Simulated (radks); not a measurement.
Pb79+, 3 electrons, occupied as [He] 2s1.

Method: scalar-relativistic Kohn-Sham, BLYP, spin-polarised, spherical densities, finite nucleus; open shells are filled with parallel spins first (spin-orbit coupling, left out, can overturn this in heavy ions); Fermi nuclear charge, rms radius 5.5012 fm; computed with a radial shooting solver on a logarithmic mesh with Libxc functionals.

Energy parts (Ry):
part                       energy
total                 -16641.3700
kinetic                20577.6695
electron-nucleus      -37411.3349
Hartree                  332.1271
exchange-correlation    -139.8317

Orbitals (lengths in bohr, moments of r in powers of bohr; <r^-3> diverges for s and p1/2):
| orbital | occ. | eigenvalue (Ry) | <r^4> | <r^-3> |
|---|---|---|---|---|
| 1s up | 1 | -7260.849 | 3.457e-07 | - |
| 1s down | 1 | -7258.702 | 3.452e-07 | - |
| 2s up | 1 | -1826.895 | 0.00004180 | - |

The highest occupied level is 2s up at -24856 eV. Spin moment in Bohr magnetons: 1. Summed over all electrons, <r^2> = 0.005668 bohr^2, which gives a Langevin (diamagnetic) susceptibility term of -0.00449 x 10^-6 cm^3/mol. For comparison, the ionisation energy in NIST's Atomic Spectra Database is 24938.2 eV (theoretical). In exact Kohn-Sham theory the highest level is minus the ionisation energy, but local and semilocal functionals leave it too shallow, through self-interaction and a potential that decays too fast; potentials with the right tail come closer. The electron density at the nucleus is 2.705e+06 e/bohr^3 (large components only). The spin density at the nucleus is 195666 e/bohr^3 (1s 323, 2s 195343). The density falls to 0.001 e/bohr^3 at r = 0.25 bohr.
